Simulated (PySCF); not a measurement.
M06-L on Ag⁻ (silver, charge -1), [Kr] 4d10 5s2, closed-shell 1S. Computed with PySCF 2.14 in aug-cc-pwCVTZ-PP with ECP28MDF (8s8p7d4f3g, 122 functions), with scalar relativity through the core potential.

```
cycle= 1 E= -147.059213012329  delta_E= -0.0156  |g|= 0.0772  |ddm|= 0.559
cycle= 2 E= -147.057577478984  delta_E= 0.00164  |g|= 0.134  |ddm|= 1.02
cycle= 3 E= -147.062122657007  delta_E= -0.00455  |g|= 0.0112  |ddm|= 0.107
cycle= 4 E= -147.062218337029  delta_E= -9.57e-05  |g|= 0.0065  |ddm|= 0.123
cycle= 5 E= -147.062241297812  delta_E= -2.3e-05  |g|= 0.000823  |ddm|= 0.01
cycle= 6 E= -147.062242202443  delta_E= -9.05e-07  |g|= 6.91e-05  |ddm|= 0.0109
cycle= 7 E= -147.062242214073  delta_E= -1.16e-08  |g|= 1.99e-05  |ddm|= 0.00287
cycle= 8 E= -147.062242214712  delta_E= -6.4e-10  |g|= 8.81e-07  |ddm|= 0.000854
converged SCF energy = -147.062242214712  <S^2> = -7.1054274e-15  2S+1 = 1
```

Highest occupied orbital energy: 0.869 eV; ⟨L²⟩ = 0.00; populations by l: s 4.00, p 6.00, d 10.00, f 0.00.

Q: Can this result be used?

A: With care. The run converged. Energies and moments cover only the electrons outside the core potential. At M06-L the highest occupied level has a positive energy, so only the finite basis holds that electron; in a semilocal or global hybrid functional this comes from self-interaction and does not mean that the real anion is unbound.
